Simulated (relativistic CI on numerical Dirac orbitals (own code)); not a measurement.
# Rh⁴⁺: resonant inelastic scattering at the M2,3 edge

Computed with this model: Dirac-Coulomb-Breit CI, orbitals from a KLI potential per configuration, model QED (radiative potential, 1s self-energy scaled to tabulated hydrogen-like ionisation energies), valence Slater integrals scaled by 0.8, Kramers-Heisenberg scattering through one core-hole configuration in a parametric crystal field; configurations [Kr] 4d5 → [Ne] 3s2 3p5 3d10 4s2 4p6 4d6; 300 K; core-hole width 2 eV; summed over polarisations. Incident energies are the highest absorption maxima for each field (at most a few, so the weaker spin-orbit partner edge can be absent), on the computed scale of the free ion. Intensities are in per cent of the strongest line above 0.02 eV; levels within 1 cm⁻¹ are merged; final levels count from the ground level, the first row holds all elastic scattering, lines under 0.4 are left out and each table stops after 24 rows. The scale of the Slater integrals is a model choice and moves the terms in proportion.

Field parameters in Wybourne normalisation: Oh B⁴₀ = 21Dq, B⁴₄ = √(5/14) B⁴₀. The field is a parameter set, without covalency.

S is read from ⟨S²⟩ = S(S + 1).

Oh, 10Dq = 7250 cm⁻¹:

```tsv
Final level (eV)	Degeneracy	Irrep	S	504.6 eV	530.1 eV
0.000	2	Γ7	2.49	4316.3	460.2
0.000	4	Γ8	2.49	64.8	28.3
2.237	2	Γ7	1.39	49.1	14.0
2.331	4	Γ8	1.48	94.9	33.5
2.363	4	Γ8	1.48	27.2	6.0
2.416	2	Γ6	1.49	10.9	5.1
2.687	2	Γ7	1.44	5.2	7.1
2.737	4	Γ8	1.45	25.7	30.3
2.819	2	Γ6	1.49	8.0	8.2
2.834	4	Γ8	1.48	13.6	8.2
2.954	4	Γ8	1.43	8.3	4.2
2.977	2	Γ7	1.47	5.9	3.7
3.008	2	Γ6	1.48	6.0	4.1
3.009	4	Γ8	1.49	15.3	13.8
3.134	2	Γ7	0.76	1.5	0.6
3.317	4	Γ8	0.71	10.2	7.0
3.360	4	Γ8	1.48	68.6	26.2
3.404	2	Γ6	1.48	46.1	33.6
3.536	4	Γ8	1.44	100.0	69.2
3.548	2	Γ7	1.35	59.6	47.3
3.617	2	Γ7	1.44	33.0	25.7
3.629	4	Γ8	1.43	60.3	47.3
3.700	2	Γ6	1.47	20.1	19.0
3.752	4	Γ8	0.63	2.6	2.0
```

Oh, 10Dq = 16350 cm⁻¹:

| Final level (eV) | Degeneracy | Irrep | S | 503.9 eV | 529.5 eV | 531.3 eV |
| --- | --- | --- | --- | --- | --- | --- |
| 0.000 | 2 | Γ7 | 2.45 | 4024.0 | 344.8 | 319.0 |
| 0.003 | 4 | Γ8 | 2.46 | 61.0 | 28.6 | 16.3 |
| 0.750 | 2 | Γ7 | 0.84 | 53.5 | 14.3 | 2.7 |
| 1.085 | 4 | Γ8 | 0.96 | 54.7 | 25.2 | 3.8 |
| 1.329 | 4 | Γ8 | 1.50 | 68.7 | 23.7 | 4.1 |
| 1.387 | 2 | Γ6 | 1.50 | 10.1 | 10.1 | 1.5 |
| 1.461 | 4 | Γ8 | 1.28 | 80.0 | 31.6 | 4.7 |
| 1.499 | 2 | Γ7 | 1.38 | 49.8 | 17.3 | 3.7 |
| 1.986 | 2 | Γ6 | 1.49 | 19.1 | 33.1 | 6.1 |
| 1.992 | 2 | Γ7 | 1.45 | 21.7 | 15.2 | 5.5 |
| 1.998 | 4 | Γ8 | 1.49 | 44.4 | 50.4 | 10.2 |
| 2.019 | 4 | Γ8 | 1.45 | 55.3 | 54.9 | 14.6 |
| 2.597 | 4 | Γ8 | 0.76 | 16.7 | 4.6 | 6.5 |
| 2.715 | 2 | Γ7 | 0.67 | 27.1 | 12.7 | 1.9 |
| 2.790 | 2 | Γ6 | 0.81 | 4.2 | 2.4 | 5.1 |
| 2.816 | 2 | Γ7 | 0.98 | 13.5 | 5.2 | 3.7 |
| 2.922 | 4 | Γ8 | 1.03 | 29.0 | 10.7 | 10.7 |
| 3.093 | 4 | Γ8 | 1.25 | 22.8 | 7.3 | 9.9 |
| 3.134 | 2 | Γ6 | 1.32 | 19.0 | 7.1 | 6.4 |
| 3.159 | 4 | Γ8 | 1.01 | 25.5 | 14.0 | 7.9 |
| 3.179 | 4 | Γ8 | 1.16 | 19.4 | 8.2 | 8.8 |
| 3.215 | 2 | Γ7 | 1.17 | 6.7 | 3.4 | 6.8 |
| 3.300 | 2 | Γ6 | 1.42 | 35.9 | 19.8 | 3.7 |
| 3.369 | 4 | Γ8 | 1.26 | 55.1 | 26.7 | 5.5 |

For the first field the strongest loss at the lowest incident energy is the level at 3.54 eV (S = 1.44, against 2.49 in the thermal ground state). Levels of other spin, the first over 8 % at 2.24 eV, appear because spin-orbit coupling of the core hole, and in heavier ions of the valence shell too, mixes spins.
